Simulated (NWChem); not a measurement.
System: C₂F₅, doublet; SMILES F[C](F)C(F)(F)F

The following NWChem deck was run.

```
start job
memory heap 200 mb stack 900 mb global 1100 mb
geometry units angstroms noautoz
  F      0.029682    -1.501110    -1.089951
  C     -0.337152    -0.871730     0.000000
  F      0.029682    -1.501110     1.089951
  C     -0.028315     0.607491     0.000000
  F      1.287310     0.834702     0.000000
  F     -0.545526     1.171829     1.081741
  F     -0.545526     1.171829    -1.081741
end
basis spherical
  F library def2-tzvp
  C library def2-tzvp
end
dft
  odft
  mult 2
  xc hfexch
  iterations 150
  semidirect filesize 400000000
  mulliken
end
task dft energy
```

In the optimisation the excess spin sits in a' (Cs, its own frame). Geometry: optimised at PBE0/def2-SVP, spin-unrestricted. No stability test was run on the SCF state.

Question: Give the results of this calculation. (UHF/def2-TZVP.) Quantities: basis functions; energy (Ha); highest occupied level (eV); lowest empty minus highest occupied level, either spin (eV); dipole (D); <S²>.

Answer: The number of basis functions is 217, the energy (Ha) is -573.14 and the highest occupied level (eV) is -12.68. The lowest empty minus highest occupied level, either spin (eV) is 14.87 and the dipole (D) is 0.62. The <S²> is 0.756.
